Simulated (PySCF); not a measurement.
Cartesian coordinates (Å):
```xyz
8

O      2.1141    -0.0622    -0.1854
C      0.9251    -0.0272    -0.0811
C     -0.2920     0.7884    -0.0678
C     -0.3213    -0.7703     0.1216
H     -0.6648     1.1869    -1.0043
H     -0.5001     1.4030     0.8004
H     -0.5481    -1.1512     1.1107
H     -0.7128    -1.3673    -0.6940
```
Charge 0, spin multiplicity 1.

**Question.** Predict the dipole moment, LUMO and HOMO from PySCF with PBE-D3(BJ)/def2-TZVP // B3LYP-D3(BJ)/def2-TZVP.

**Answer.** 
```yaml
dipole_moment: 2.78 D
LUMO: -2.09 eV
HOMO: -5.51 eV
```
